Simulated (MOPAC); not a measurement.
MOPAC input (PM3):

```
PM3 PRECISE GNORM=0.05 LET XYZ UHF MS=0.5 GEO-OK AUX(PRECISION=9) THREADS=1
C2H8GeN

C    -1.75287200 1   -0.73718900 1    0.60484600 1
N    -0.89112500 1    0.19683700 1    0.06542100 1
C    -1.42713300 1    1.06477700 1   -0.96867000 1
Ge    0.93821400 1   -0.14568500 1    0.09899400 1
H    -1.39397100 1   -1.35061200 1    1.41846100 1
H    -2.81519300 1   -0.56647900 1    0.49786000 1
H    -2.34804400 1    1.53550600 1   -0.61251700 1
H    -1.66138300 1    0.51988800 1   -1.89235600 1
H    -0.71454300 1    1.85531200 1   -1.20549600 1
H     1.34271200 1   -1.16500900 1   -0.98881300 1
H     1.25039700 1   -0.71039700 1    1.49162600 1
H     1.63507500 1    1.20032900 1   -0.15158300 1
```

From the output:

```
                                                       MOPAC v23.2.5 Linux

          FINAL HEAT OF FORMATION =         34.72137 KCAL/MOL =     145.27421 KJ/MOL

          COSMO AREA              =        126.17 SQUARE ANGSTROMS
          COSMO VOLUME            =        118.20 CUBIC ANGSTROMS

          GRADIENT NORM           =          0.02816          =       0.00813 PER ATOM
          IONIZATION POTENTIAL    =          7.773784 EV
          ALPHA SOMO LUMO (EV)    =         -7.774  0.037
          BETA  SOMO LUMO (EV)    =        -10.083 -0.194
          NO. OF ALPHA ELECTRONS  =         13
          NO. OF BETA  ELECTRONS  =         12
          MOLECULAR WEIGHT        =        118.6819         POINT GROUP:  C1

          MOLECULAR DIMENSIONS (Angstroms)

            Atom       Atom       Distance
            H    11    H     7     4.84349
            H    12    H     6     4.35595
            H    10    H     5     2.48218

          SCF CALCULATIONS        =         50

   ATOM   CHEMICAL          X               Y               Z
  NUMBER   SYMBOL      (ANGSTROMS)     (ANGSTROMS)     (ANGSTROMS)

     1       C         -1.70545713  *  -0.71814308  *   0.65539636  *
     2       N         -0.94729173  *   0.33090807  *   0.21750651  *
     3       C         -1.37269386  *   1.05638189  *  -0.98002308  *
     4      Ge          0.87372178  *  -0.14339603  *   0.07830483  *
     5       H         -1.33689849  *  -1.30399650  *   1.49030290  *
     6       H         -2.67462830  *  -0.95276994  *   0.22728150  *
     7       H         -2.32466558  *   1.56844747  *  -0.78263637  *
     8       H         -1.51360847  *   0.41371156  *  -1.86232525  *
     9       H         -0.61326412  *   1.81324246  *  -1.21643714  *
    10       H          1.16593140  *  -1.07687404  *  -1.06796385  *
    11       H          1.30967239  *  -0.81133923  *   1.35923831  *
    12       H          1.68759904  *   1.11212566  *  -0.11696422  *

                             CARTESIAN COORDINATES

   1    C       -1.705457126    -0.718143083     0.655396364
   2    N       -0.947291731     0.330908073     0.217506512
   3    C       -1.372693863     1.056381893    -0.980023076
   4   Ge        0.873721781    -0.143396031     0.078304833
   5    H       -1.336898488    -1.303996504     1.490302905
   6    H       -2.674628303    -0.952769944     0.227281502
   7    H       -2.324665578     1.568447466    -0.782636367
   8    H       -1.513608473     0.413711558    -1.862325249
   9    H       -0.613264120     1.813242464    -1.216437144
  10    H        1.165931399    -1.076874036    -1.067963851
  11    H        1.309672394    -0.811339230     1.359238313
  12    H        1.687599040     1.112125664    -0.116964216

           Empirical Formula: C2 H8 N Ge  =    12 atoms

      MOLECULAR POINT GROUP   :   C1

          ALPHA EIGENVALUES
 -34.48270 -27.25362 -20.31720 -17.04914 -16.25035 -15.26236 -14.69964 -13.41625
 -12.45865 -12.11486 -11.83363 -10.93189  -7.77378   0.03723   0.46934   0.53880
   2.89692   3.47505   3.52726   4.04292   4.13404   4.22605   4.97872   5.94987

           BETA EIGENVALUES
 -34.10432 -26.67966 -19.93333 -16.94437 -16.07813 -15.14707 -14.72365 -13.28979
 -12.40672 -11.87847 -11.73667 -10.08297  -0.19357   0.49381   0.54327   1.47148
   3.12625   3.60928   3.85796   4.15854   4.25448   4.28182   5.31227   6.37073

              NET ATOMIC CHARGES AND DIPOLE CONTRIBUTIONS

  ATOM NO.   TYPE          CHARGE      No. of ELECS.   s-Pop       p-Pop
    1          C          -0.309234        4.3092     1.22726     3.08197
    2          N           0.012941        4.9871     1.47531     3.51175
    3          C          -0.104135        4.1041     1.15105     2.95309
    4         Ge           0.304657        3.6953     0.69371     3.00163
    5          H           0.109206        0.8908     0.89079
    6          H           0.101095        0.8989     0.89891
    7          H           0.051747        0.9483     0.94825
    8          H           0.038210        0.9618     0.96179
    9          H           0.056708        0.9433     0.94329
   10          H          -0.100944        1.1009     1.10094
   11          H          -0.077338        1.0773     1.07734
   12          H          -0.082913        1.0829     1.08291
 DIPOLE           X         Y         Z       TOTAL
 POINT-CHG.    -0.307     0.543    -0.271     0.680
 HYBRID        -0.019    -0.617    -0.713     0.943
 SUM           -0.326    -0.074    -0.985     1.040

          ATOMIC ORBITAL ELECTRON POPULATIONS

     Atom    s        px        py        pz
    1  C   1.22726   1.01073   1.02385   1.04739
    2  N   1.47531   1.04641   1.20325   1.26210
    3  C   1.15105   1.01716   0.99344   0.94249
    4 Ge   0.69371   0.97293   1.00941   1.01929
    5  H   0.89079
    6  H   0.89891
    7  H   0.94825
    8  H   0.96179
    9  H   0.94329
   10  H   1.10094
   11  H   1.07734
   12  H   1.08291

                    (SZ)    =    0.500000
                    (S**2)  =    0.789181

          ATOMIC ORBITAL SPIN POPULATIONS

    Atom   Total    s     px     py     pz
         Atomic
    1  C  0.9163  0.056  0.181  0.352  0.327
    2  N -0.0128  0.065 -0.071 -0.015  0.009
    3  C  0.0092  0.002  0.003 -0.000  0.005
    4 Ge  0.2520  0.035  0.173  0.027  0.017
    5  H -0.0637 -0.064
    6  H -0.0605 -0.060
    7  H -0.0059 -0.006
    8  H  0.0066  0.007
    9  H -0.0030 -0.003
   10  H -0.0286 -0.029
   11  H  0.0034  0.003
   12  H -0.0131 -0.013

 **********************
 *                    *
 * JOB ENDED NORMALLY *
 *                    *
 **********************

 == MOPAC DONE ==
```

The geometry given is a B3LYP-D3(BJ)/def2-TZVP minimum.
